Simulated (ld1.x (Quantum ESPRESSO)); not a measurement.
Before and after: PAW potential for Ru

```
Element                 : Ru (Z = 44)
Generator               : ld1.x (Quantum ESPRESSO) 7.5
Type                    : PAW
Functional              : PBE
Relativity              : scalar-relativistic
Frozen core             : [Kr]
Valence charge          : 8
Reference configuration : 4d7 5s1 5p0
Partial waves           : 5s (bound): rcut 2.10, rcutus 2.85 bohr; 5s channel at 2.65 Ry: rcut 2.10, rcutus 2.85 bohr; 5p (bound, empty): rcut 3.75, rcutus 4.30 bohr; 5p channel at 0.8 Ry: rcut 3.75, rcutus 4.30 bohr; 4d (bound): rcut 1.30, rcutus 1.50 bohr; 4d channel at 0.25 Ry: rcut 1.30, rcutus 1.50 bohr
Local potential         : all-electron potential smoothed inside 3.50 bohr (lloc = -2)
Core correction         : Bessel-smoothed model core inside 0.75 bohr
Augmentation charge     : PSQ, inside the norm-conserving radii
```

All-electron outer shells of the reference configuration (PBE, scalar-relativistic, ld1.x):

| shell | level (eV) | outermost node (bohr) | outermost maximum (bohr) |
| --- | --- | --- | --- |
| 4s | -76.37 | 0.48 | 0.92 |
| 4p | -46.42 | 0.49 | 0.98 |
| 4d | -5.20 | 0.48 | 1.21 |
| 5s | -4.24 | 1.24 | 2.73 |
| 5p | -0.91 | 1.41 | 3.97 |

Change: all radii but the core radius scaled by about 1.21 (s 3.46, p 5.22, d 1.82 bohr, rcut 2.56/4.56/1.58); local potential all-electron potential smoothed inside 4.26 bohr (lloc = -2).

Cutoffs: the cutoffs (Ry, on a coarse ladder) from which the occupation-weighted sum of valence levels, in a spherical-Bessel basis at the reference potential, stays within 10 and 1 mRy of its value at 400 Ry; they do not see the model core or the augmentation charge, which bear on the density cutoff. Errors are all-electron minus pseudo energies relative to the spin-unpolarised reference configuration.

**Question.** Predict the effect on cutoff, ghosts and configuration errors.

**Answer.** The potential gets softer (45 Ry and 80 Ry → 35 Ry and 50 Ry); of the 7 tests that both files solve, the error grows in 2 and shrinks in 0 by more than 15 % and 0.3 meV (median size 27.2 → 30.7 meV); neither file shows a bound ghost. A larger radius leaves more room for a smooth pseudo-wave, so fewer plane waves are needed.

```csv
quantity,base,changed
"cutoff, loose",45 Ry,35 Ry
"cutoff, tight",80 Ry,50 Ry
loose cutoff by channel (10 mRy a level),"s 6 Ry, d 40 Ry","s 6 Ry, d 30 Ry"
bound ghosts,none,none
"error for 4d7 5s0 5p0, meV [ΔE 7.29 eV]",-4.3,-4.4
"error for 4d6 5s0 5p0, meV [ΔE 25.48 eV]",-66,-77
"error for 4d5 5s0 5p0, meV [ΔE 56.10 eV]",-432,-503
"error for 4d8 5s0 5p0, meV [ΔE -0.33 eV]",-27,-31
"error for 4d7 5s0.5 5p0, meV [ΔE 2.86 eV]",-1.3,-1.1
"error for 4d7.5 5s0.5 5p0, meV [ΔE -0.32 eV]",-8.4,-9.4
"error for 4d4 5s0 5p0, meV [ΔE 100.61 eV]",-1372,-1561
lowest overlap eigenvalue by channel,"s 0.65, p 0.61, d 1.00","s 0.13, p 0.47, d 1.00"
```
